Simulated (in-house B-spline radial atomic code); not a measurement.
Values are calculated unless marked as measured or tabulated.
**C6 from the polarisability at imaginary frequency: Ca**

BLYP linear response of the closed shell [Ar] 4s2, from a B-spline radial code for spherical atoms; scalar-relativistic (spin-free one-electron X2C), finite nucleus, no spin-orbit coupling; shells from n = 2 respond.

The dispersion coefficient of two like species is C6 = (3/π) ∫ α(iu)² du from 0 to ∞.

| u (hartree) | α(iu) (bohr³) |
| --- | --- |
| 0 | 149.3 |
| 0.03 | 139.8 |
| 0.07 | 109.5 |
| 0.12 | 73.05 |
| 0.2 | 39.75 |
| 0.3 | 22.18 |
| 0.45 | 12.17 |
| 0.7 | 6.56 |
| 1 | 4.079 |
| 1.5 | 2.339 |
| 2.5 | 1.078 |
| 5 | 0.3408 |

(1) Fit one oscillator, α(iu) = α(0)/(1 + u²/ω²), through u = 0.12 and estimate C6.

(2) How does that compare with the full integral?

## Answers

(1) From α(0)/α(iu) − 1 = 149.3/73.05 − 1 = 1.0438, ω = u/√1.0438 = 0.1175 hartree (3.2 eV). London's formula gives C6 = (3/4) α(0)² ω = 0.75 × 149.3² × 0.1175 = 1964 hartree·bohr⁶, and the oscillator holds f = α(0) ω² = 2.06 electrons, of a sum of oscillator strengths of 18.6.

(2) The program's quadrature over all excitations gives C6 = 2002, so the single oscillator is off by -1.9 %. At the last point the fit gives α = 0.0823 against 0.341: higher excitations, and deeper shells where there are any, keep the true curve higher at large u.
